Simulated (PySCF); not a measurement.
# Nuclear quadrupole coupling in Ge(CN)H3

Ge(CN)H3, CH3GeN.
Geometry (PBE0-D3(BJ)/def2-SVP, Å), atoms numbered from 1 in this order:
```xyz
6
CH3GeN angstrom
Ge    -0.0054    0.0044   -0.6109
C      0.0120   -0.0103    1.3141
N      0.0219   -0.0177    2.4733
H      1.4540    0.0173   -1.0724
H     -0.7494    1.2708   -1.0419
H     -0.7330   -1.2644   -1.0622
```

Field gradients from the PBE0/pcSseg-1 (pcSseg-2 on Ge) density (PySCF, non-relativistic), principal values in atomic units, ordered |Vxx| ≤ |Vyy| ≤ |Vzz|:

```csv
atom,Vxx,Vyy,Vzz
Ge1,-0.6229,-0.6234,1.2463
N3,0.5490,0.5491,-1.0981
```

**Question.** Find the asymmetry η = (Vxx − Vyy)/Vzz and the couplings χ = eQV/h (234.96 MHz × Q in barn × V in au), with Q(73Ge) = −0.196 b, Q(14N) = 0.02044 b.

**Answer.** 
| atom | environment | nucleus | η | χzz (MHz) | χxx (MHz) | χyy (MHz) |
| --- | --- | --- | --- | --- | --- | --- |
| Ge1 | germanium bonded to C and 3 H | 73Ge | 0.00 | -57.39 | 28.68 | 28.71 |
| N3 | nitrogen bonded to C | 14N | 0.00 | -5.27 | 2.64 | 2.64 |

The gradient is axial or nearly so (η below 0.05) at Ge1 and N3. 

**Question.** What is Vzz at Ge1 in SI units (1 au = 9.71736 × 10²¹ V/m²)?

**Answer.** 1.2463 au = 12.110 × 10²¹ V/m².

Geometry: PBE0-D3(BJ)/def2-SVP; no solvent, vibrations or thermal averaging. The calculation is non-relativistic, for germanium too. With a basis this small, the couplings can be 20 % off.
